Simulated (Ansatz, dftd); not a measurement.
Species: H3SiO2, charge 0, doublet. H3SiO2 (SMILES [SiH2]([O])O, doublet).
B3LYP-D3(BJ)/def2-TZVP minimum from Ansatz (a first-principles code):
```
Si
O 1 1.6367
H 2 0.9609 1 119.70
O 1 1.6477 2 117.49 3 -55.74
H 1 1.4747 2 104.89 3 -178.91
H 1 1.4917 5 113.47 2 123.30
```
Charge 0, spin multiplicity 2.

Wanted: atomisation energy (electronic, to ground-state atoms), in kcal/mol. Open shells are spin-unrestricted; no spin-orbit coupling. Cores are frozen in correlated methods. Rows without X2C or -DK are non-relativistic. CBS(X,Y): correlation extrapolated as X^-3, Hartree-Fock from the larger set. A bracket is a step between two methods taken in the basis named. Functionals run without relativity, which enters their misses. Double hybrids freeze cores in their MP2 part. '+ core + X2C': CCSD(T) terms for core correlation (cc-pwCVTZ, 1s frozen past Ne) and scalar relativity (cc-pVTZ-DK). For partners of very few electrons the exact lower level stands in for a higher one.

| level | program | atomisation energy (kcal/mol) |
|---|---|---|
| B3LYP-D4/def2-TZVPD | Ansatz + dftd4 | ___ |
| r2SCANh-D4/def2-TZVPD | Ansatz + dftd4 | 478.5 |
| CAM-B3LYP-D3(BJ)/def2-TZVPD | Ansatz + dftd3 | 483.7 |
| wB97X-V/def2-TZVPD | Ansatz | 482.7 |
| B2PLYP/def2-TZVPD | Ansatz | 473.6 |
| B2GP-PLYP-D4/def2-TZVPD | Ansatz + dftd4 | 472.5 |
| CCSD/cc-pV(Q+d)Z | Ansatz | ___ |
| CCSDT(Q)/cc-pV(D+d)Z | Ansatz | ___ |
| CCSD(T)/CBS(cc-pV(T+d)Z,cc-pV(Q+d)Z) + [CCSDT(Q) - CCSD(T)]/cc-pV(D+d)Z + core + X2C | Ansatz | ___ |

What belongs in the gaps?


- B3LYP-D4/def2-TZVPD, atomisation energy (kcal/mol): 480.2
- CCSD/cc-pV(Q+d)Z, atomisation energy (kcal/mol): 469.6
- CCSDT(Q)/cc-pV(D+d)Z, atomisation energy (kcal/mol): 428.4
- CCSD(T)/CBS(cc-pV(T+d)Z,cc-pV(Q+d)Z) + [CCSDT(Q) - CCSD(T)]/cc-pV(D+d)Z + core + X2C, atomisation energy (kcal/mol): 483.2
